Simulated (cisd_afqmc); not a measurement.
Input (AFQMC/CISD/def2-SVP; cisd_afqmc is a phaseless AFQMC code with CISD trial states that reads the integrals written by Ansatz):

Ansatz 0.2 input:
```python
import cisd_afqmc

open("ham.yaml", "w").write("""\
crystal:
  periodic: [false, false, false]
  atoms:
    - {symbol: Mg, position_ang: [-0.00000000, -0.00000000, -1.24137164]}
    - {symbol: Cl, position_ang: [0.00000000, 0.00000000, 0.87626233]}
basis:
  gaussian:
    orbitals: def2-SVP
total_charge: 1
magnetization: {spin_polarized: false}
correlation: {method: ccsd, electrons: outside_noble_gas, hamiltonian_folder: ham}
""")
rep = cisd_afqmc.ansatz("ham.yaml")
e_ccsd = rep["correlation"]["coupled_cluster"]["energy"]["hartree"]
out = cisd_afqmc.run("ham", e_ccsd, trial="CISD", walkers=200, populations=8, threads=8, dt=0.005, steps=40, early=24, settle=10, least=32,
    cut=5e-5, rank_cut=2e-4, target=0.0004, seconds=1500, seed=1, memory=17280, gpu=False)
```

Output:

```
orbitals 26, occupied [4], factors 124 of 305, rank of the doubles 43 of 88
E(HF) = -658.680792
E(CCSD) on the cut factors = -658.839201, shift to the whole factors 0.000004
Energy of the trial state on the determinant = -658.839245
  tau behind 7.2 of longer steps, mean of the populations' last blocks
   2.0  -658.84350
   4.0  -658.84356
   6.0  -658.84325
   8.0  -658.84348
blocks 496 (0 outliers left out), error by blocks joined: 1: 0.00007, 2: 0.00009, 4: 0.00011, 8: 0.00013, 16: 0.00012
E(AFQMC/CISD) = -658.84343 +/- 0.00013
```
